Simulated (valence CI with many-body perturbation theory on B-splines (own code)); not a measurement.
## Ladder of approximations for Cs4+

Computed by relativistic CI+MBPT: five valence electrons over a frozen Dirac-Fock core [Kr] 4d10, a basis of 9 s, 9 p, 8 d, 6 f, 3 g, 1 h functions for each j, with the one-electron correlation potential Σ1 (screened to all orders), the two-electron term Σ2, the three-electron term Σ3, Breit, model QED; selected single and double excitations, second order for the rest, scaled by the run's own slope (own B-spline code, finite nucleus).

Set against measurement, 27 paired levels are off by 208 cm⁻¹ on average, the worst by 622. These come from a selection out of Sansonetti, J. Phys. Chem. Ref. Data 38, 761 (2009). Levels without a partner in it may be off by more, other configurations by several thousand cm⁻¹. Among the levels kept, up to 590 cm⁻¹ of a level comes from second order outside the variational space, and about a tenth of that is noise between levels of different J, which matters for small intervals. 4 measured levels below the end of the list, from 158249 cm⁻¹ on, found no clear computed partner, and computed levels of the same name lie up to 507 cm⁻¹ from them.

Each rung adds one term. CI alone is the Dirac-Coulomb CI over the frozen core; QED comes last and gives the full result, which names the levels. Energies are above 5s2 5p3 4S°_3/2 on the same rung, in eV.

Names give the largest LS component (configuration and term), which can be under half, so a name can repeat, a term be missing and a line seem to break the LS rules; names also repeat where a configuration has a term twice.

| Level | CI alone |
| --- | --- |
| 5s2 5p3 2D°_3/2 | 1.883 |
| 5s2 5p3 2D°_5/2 | 2.516 |
| 5s2 5p3 2P°_1/2 | 3.993 |
| 5s2 5p3 2P°_3/2 | 5.164 |
| 5s 5p4 4P_5/2 | 13.526 |
| 5s 5p4 4P_3/2 | 14.614 |
| 5s 5p4 4P_1/2 | 14.952 |
| 5s 5p4 2D_3/2 | 16.884 |
| 5s 5p4 2D_5/2 | 17.378 |
| 5s2 5p2 5d 2P_3/2 | 18.773 |
| 5s2 5p2 5d 4F_3/2 | 19.118 |
| 5s 5p4 2P_1/2 | 19.308 |
| 5s2 5p2 5d 4F_5/2 | 19.389 |
| 5s2 5p2 5d 2F_5/2 | 20.134 |
| 5s2 5p2 5d 4F_7/2 | 20.164 |
| 5s2 5p2 5d 4D_1/2 | 20.556 |

Task: What do these energies become with core correlation, Breit and QED?

Result: 5s2 5p3 2D°_3/2 1.880 (-0.0025); 5s2 5p3 2D°_5/2 2.538 (+0.0216); 5s2 5p3 2P°_1/2 3.980 (-0.0125); 5s2 5p3 2P°_3/2 5.253 (+0.0892); 5s 5p4 4P_5/2 14.082 (+0.5555); 5s 5p4 4P_3/2 15.232 (+0.6175); 5s 5p4 4P_1/2 15.563 (+0.6114); 5s 5p4 2D_3/2 17.335 (+0.4511); 5s 5p4 2D_5/2 17.874 (+0.4959); 5s2 5p2 5d 2P_3/2 19.209 (+0.4366); 5s2 5p2 5d 4F_3/2 19.573 (+0.4554); 5s 5p4 2P_1/2 19.629 (+0.3207); 5s2 5p2 5d 4F_5/2 19.871 (+0.4821); 5s2 5p2 5d 2F_5/2 20.673 (+0.5389); 5s2 5p2 5d 4F_7/2 20.721 (+0.5570); 5s2 5p2 5d 4D_1/2 21.015 (+0.4592).

Task: How does the ionisation energy move along the ladder, and which term matters most?

Result: CI alone 56.079, + Σ1 57.111, + Σ2 56.687, + Σ3 56.640, + Breit 56.631, + QED 56.633 eV. The largest step is Σ1, 1.032 eV. NIST lists 56 ± 1.9 eV (theoretical).
